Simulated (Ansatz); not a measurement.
Stretching the Sn1–H2 bond in BrHSn (SMILES [Br][SnH]) (multiplicity 1 held, fragments rigid). Energies count from the point at 1.785 Å.
Geometry at that point (charge 0, multiplicity 1):
```tsv
atom	x (Å)	y (Å)	z (Å)
Sn	-0.5796	-0.4836	0.7118
H	-1.7346	-1.0560	-0.5227
Br	0.8776	0.7210	-1.0019
```

Signs of static correlation in def2-TZVPP, with CASSCF(2,2), from Ansatz (an electronic-structure program) runs.

```
R (Å)  T1 of restricted CCSD  ⟨S²⟩ of UHF  largest double amplitude of restricted CCSD  weight of the CASSCF reference in MRCISD  CASSCF natural occupations
-----  ---------------------  -----------  -------------------------------------------  ----------------------------------------  --------------------------
1.428                  0.013        0.089                                        0.073                                     0.898                   1.98 0.02
1.606                  0.013        0.000                                        0.067                                     0.897                   1.98 0.02
1.785                  0.014        0.000                                        0.061                                     0.897                   1.97 0.03
1.963                  0.014        0.000                                        0.054                                     0.897                   1.95 0.05
2.142                  0.016        0.000                                        0.078                                     0.897                   1.93 0.07
2.410                  0.020        0.270                                        0.109                                     0.897                   1.89 0.11
2.677                      …        0.636                                        0.211                                     0.897                   1.82 0.18
3.123                  0.046        0.888                                        0.350                                     0.897                   1.65 0.35
3.570                      …        0.971                                        0.522                                     0.897                   1.45 0.55
4.105                  0.103        1.003                                        0.740                                     0.898                   1.25 0.75
4.819                  0.127        1.013                                        0.949                                     0.898                   1.10 0.90
5.712                  0.134        1.015                                        1.060                                     0.898                   1.03 0.97
```

Q: Complete the blanks.

A: 
- 2.677, T1 of restricted CCSD: 0.026
- 3.570, T1 of restricted CCSD: 0.073

Doubts at one or more of the structures used: a restricted determinant that unrestricted orbitals would lower (R-CCSD(T)/def2-TZVPP); other coupled-cluster roots lie near (R-CCSD(T)/def2-TZVPP); T1 above 0.05 (R-CCSD(T)/def2-TZVPP, U-CCSD(T)/def2-TZVPP); a spin-contaminated determinant (U-CCSD(T)/def2-TZVPP).
